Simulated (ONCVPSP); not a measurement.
# Before and after: ONCV potential for Re (Z = 75)

```
Element                 : rhenium
Generator               : ONCVPSP 4.0.1
Type                    : optimised norm-conserving Vanderbilt (ONCV)
Functional              : PBE
Relativity              : fully relativistic
Frozen core             : [Kr] 4d10 4f14
Valence charge          : 15
Reference configuration : 5s2 5p6 5d5 6s2
Partial waves           : 5s+6s: rc 1.75 bohr, ncon 4, nbas 8, qcut 8.3 1/bohr, 3 projectors, debl 2.5 Ha; 5p: rc 1.45 bohr, ncon 3, nbas 6, qcut 8.5 1/bohr, 2 projectors, debl 3.6 Ha; 5d: rc 1.80 bohr, ncon 4, nbas 9, qcut 5.2 1/bohr, 2 projectors, debl 2.6 Ha
Local potential         : polynomial inside 1.00 bohr (lpopt 4, dvloc0 2 Ha)
Core correction         : Teter function, fcfact 3.75, rcfact 1.3
```

Open shells are filled in proportion to 2j + 1.

Change: all radii but the core radius scaled by about 1.07 (s 1.88, p 1.56, d 1.92 bohr); local potential polynomial inside 1.08 bohr (lpopt 4, dvloc0 2 Ha).

Cutoffs: the cutoffs (Ha) at which the residual kinetic energy of the hardest occupied pseudo-wave falls to 1 and 0.1 mHa per electron; they do not see the model core or the augmentation charge, which bear on the density cutoff. Errors are all-electron minus pseudo energies relative to the spin-unpolarised reference configuration.

Question: What does the change do?

Answer: The potential gets softer (27 Ha and 79 Ha → 25 Ha and 67 Ha); of the 4 tests that both files solve, the error grows in 0 and shrinks in 2 by more than 15 % and 0.3 meV (median size 0.7 → 0.1 meV); neither file shows a bound ghost. A larger radius leaves more room for a smooth pseudo-wave, so fewer plane waves are needed.

```tsv
quantity	base	changed
cutoff, loose	27 Ha	25 Ha
cutoff, tight	79 Ha	67 Ha
loose cutoff by channel	s 22 Ha, p 27 Ha, d 15 Ha	s 20 Ha, p 25 Ha, d 14 Ha
bound ghosts	none	none
GHOST(+) flags under 300 eV	none	d3/2 at 173.1 eV
error for 5s2 5p6 5d5 6s1, meV [ΔE 9.26 eV]	+0.1	-0.1
error for 5s2 5p6 5d5 6s0, meV [ΔE 25.58 eV]	+1.3	+0.1
error for 5s2 5p6 5d4 6s0, meV [ΔE 52.70 eV]	+5.5	+4.1
error for 5s2 5p6 5d5 6s1.5, meV [ΔE 3.78 eV]	0.0	0.0
rms error of d²Exc/dni dnj with the model core, mHa	4.15	4.04
```
